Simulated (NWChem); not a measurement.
System: ReO₄ anion; SMILES [O]=[Re-](=[O])(=[O])=[O]

Results from NWChem. Structure relaxed at the B3LYP/def2-SVPD level. No frequency run checked for a minimum. def2 effective core potentials on Re; no spin-orbit coupling.

Q: What does the run give for B3LYP/def2-SVPD? Quantities: highest occupied level (eV); orbital gap (eV).

A: highest occupied level (eV): -3.69
orbital gap (eV): 6.50
